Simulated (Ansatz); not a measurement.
Cost and result for the atomization energy of AlFH3NS2 (8 atoms, 8 bonds).

Cartesian coordinates in Å:
```
N -0.9043 -1.1404 -0.3660
Al 0.6250 -0.4077 0.0978
F 2.0128 -0.9808 -0.5856
S 0.7282 0.9232 1.8570
S 0.8199 2.0528 0.0872
H -1.7752 -1.0022 0.1173
H -1.0165 -1.7806 -1.1341
H -0.4899 2.3358 -0.0735
```

Charge 0, multiplicity 1. The bonds changed during the relaxation, so this is another structure than the one it started from. All single points use the PBE0-D4/def2-TZVP geometry. It is one conformer, not always the lowest. Program: Ansatz. All runs use 4 threads of an Intel Xeon on a shared host. Times are those of one run each, without the atoms' runs, and a repeat can differ threefold. Electronic energies, without spin–orbit coupling; frozen cores. CCSD(T)/CBS adds CCSD(T) − MP2 in def2-TZVPP to the MP2 limit, and its time is that of the two runs behind it. T1 = 0.012. B3LYP takes the VWN-RPA correlation (the form of Gaussian; ORCA's B3LYP/G).

CCSD(T)/CBS is a level of theory with its own doubt, some kJ/mol a heavy atom from the limit and from the frozen cores, so smaller differences don't rank the functionals.

```csv
level,functions,wall time
LDA (SPW92)/def2-TZVPP,230,0.95 s
revPBE-D4/def2-TZVPP,230,1.4 s
BLYP-D4/def2-TZVPP,230,1.4 s
PBE-D4/def2-TZVPP (with forces),230,1.8 s
CCSD(T)/def2-SVP,97,2.1 s
r2SCAN-D4/def2-TZVPP (with forces),230,3.2 s
B3LYP-D4/def2-TZVPP (with forces),230,3.2 s
B2PLYP/def2-TZVPP,230,3.6 s
ωB97X-V/def2-TZVPP,230,5.5 s
B97M-V/def2-TZVPP,230,6 s
MP2/def2-QZVPP,414,12 s
CCSD(T)/def2-TZVPP,230,46 s
CCSD(T)/CBS(def2),–,58 s
```

Task: What atomization energy does each give, and how far from CCSD(T)/CBS? (An estimate is asked.)

Result: The calculation gave: 
```csv
level,atomization (kJ/mol),difference from CCSD(T)/CBS,per bond
LDA (SPW92)/def2-TZVPP,3138.3,414.4,51.8
revPBE-D4/def2-TZVPP,2687.2,-36.7,-4.6
BLYP-D4/def2-TZVPP,2705.1,-18.8,-2.4
PBE-D4/def2-TZVPP (with forces),2767.2,43.3,5.4
CCSD(T)/def2-SVP,2445.4,-278.5,-34.8
r2SCAN-D4/def2-TZVPP (with forces),2722.7,-1.2,-0.1
B3LYP-D4/def2-TZVPP (with forces),2693.0,-30.9,-3.9
B2PLYP/def2-TZVPP,2663.7,-60.2,-7.5
ωB97X-V/def2-TZVPP,2728.2,4.3,0.5
B97M-V/def2-TZVPP,2735.7,11.8,1.5
MP2/def2-QZVPP,2758.3,34.4,4.3
CCSD(T)/def2-TZVPP,2613.3,-110.6,-13.8
CCSD(T)/CBS(def2),2723.9,0.0,0.0
```

From BLYP to BHLYP (50 % exact exchange), in def2-TZVPP and without D4, the atomization energy moves by −98.8 kJ/mol: exact exchange takes away binding that semilocal exchange gives to molecules. Leaving LDA and LC-ωPBE aside and taking each functional with its dispersion term where it has one, the values, not all of them listed here, spread over 177.0 kJ/mol, from BHLYP-D4 to PBE-D4. LDA lies +393.0 kJ/mol from PBE without D4, its usual overbinding. The D4 term adds +35.8 kJ/mol with B3LYP and +18.7 kJ/mol with PBE0; it sums over pairs of atoms, weighted by their polarisabilities, and B3LYP, whose exchange is more repulsive, gets the larger term.
